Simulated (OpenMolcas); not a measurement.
Computed levels of 3s² 3p³ in ions with 15 electrons, in cm-1 above ⁴S°_3/2.

* Program: OpenMolcas 26.06
* Method: XMS-RASPT2, IPEA 0.25 Eh, imaginary shift 0.1 Eh
* Basis: ANO-RCC-VTZP
* Scalar Hamiltonian: DKH2, point nucleus
* Spin-orbit coupling: state interaction with AMFI integrals over the reference wave functions, term energies averaged over their components

Active space for each ion: 5 electrons in 9 orbitals (RAS2 3s 3p; RAS3 3d, at most 2 electrons); closed shells correlated by CASPT2: 2s 2p.

```tsv
Level	P	S+	Ar3+
²D°_3/2	11960	15520	21920
²D°_5/2	11970	15540	22020
²P°_1/2	19740	25660	36240
²P°_3/2	19750	25680	36350
```

Estimate ²D°_3/2, ²D°_5/2 for Cl2+ from its neighbours S+ and Ar3+.

²D°_3/2 is another term, which grows about linearly with the charge: (15520 + 21920) / 2 = 18720. The calculation gives 18720, so the estimate is off by 0 %; the measured value is 18053 (Moore, Atomic Energy Levels, vol. I, NSRDS-NBS 35 (1971 reprint of NBS Circular 467, 1949)).
²D°_5/2 is another term, which grows about linearly with the charge: (15540 + 22020) / 2 = 18780. The calculation gives 18770, so the estimate is off by +0.1 %; the measured value is 18120 (Moore, Atomic Energy Levels, vol. I, NSRDS-NBS 35 (1971 reprint of NBS Circular 467, 1949)).

Term energies are means over components that CASPT2 splits; among the terms shown or strongly mixed into the levels shown the widest spread is 42 cm-1 (3s² 3p³ ²D°, P). Active for correlation alone: 3d; no level in the range computed is led by a configuration that fills it, so any true level of that kind is missing (holds for P). The run also gave levels led by 3s² 3p² 3d, which use shells meant for correlation; these and all levels above them are left out (holds for S+; Cl2+; Ar3+). Measured partners are found by configuration, term and J. A level has none where our copy of the source lacks it or the pairing is in doubt (some pairs that miss far off the trend of their configuration count as doubtful), and it then counts in no deviation. Levels of configurations outside the active space are missing.

° marks odd parity.
